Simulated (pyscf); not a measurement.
## H₂N–Mo(=S)(=S)–Cl, singlet

Gas-phase minimum from PySCF at ωB97X-D3(BJ)/def2-SVP, one conformer. 

```
Mo
N 1 1.8923
H 2 1.0181 1 123.66
H 2 1.0181 3 111.95 1 170.27
S 1 2.0800 2 108.24 3 24.73
S 1 2.0800 2 108.24 3 144.50
Cl 1 2.2679 2 110.05 3 -95.39
```
Charge 0, spin multiplicity 1.

Properties at ωB97X-D3(BJ)/def2-SVP:

- Harmonic wavenumbers, unscaled = 145, 149, 187, 188, 219, 390, 416, 570, 608, 611, 684, 753, 1507, 3579, 3685 cm⁻¹
- Zero-point energy = 19.6 kcal/mol
- Rotational symmetry number = 1
- Entropy of this conformer at 298 K and 1 atm, rigid rotor and harmonic oscillator, modes under 100 cm⁻¹ raised to 100 = 362.7 J/(mol K)
- Dipole moment = 3.70 D

Single-point totals, which compare only within one level:

```
level                   total energy (hartree)
----------------------  ----------------------
ωB97X-D3(BJ)/def2-TZVP             -1381.04953
PBE/def2-TZVP                      -1380.45719
r²SCAN/def2-TZVP                   -1380.93752
B3LYP-D3(BJ)/def2-TZVP             -1381.08686
PBE0-D3(BJ)/def2-TZVP              -1380.49664
M06-2X/def2-TZVP                   -1380.78166
ωB97M-D3(BJ)/def2-TZVP             -1381.08942
```

Soft torsions are taken as harmonic, which can shift the entropy by several J/(mol K). Elements past Kr carry the def2 core potentials, without spin-orbit coupling.
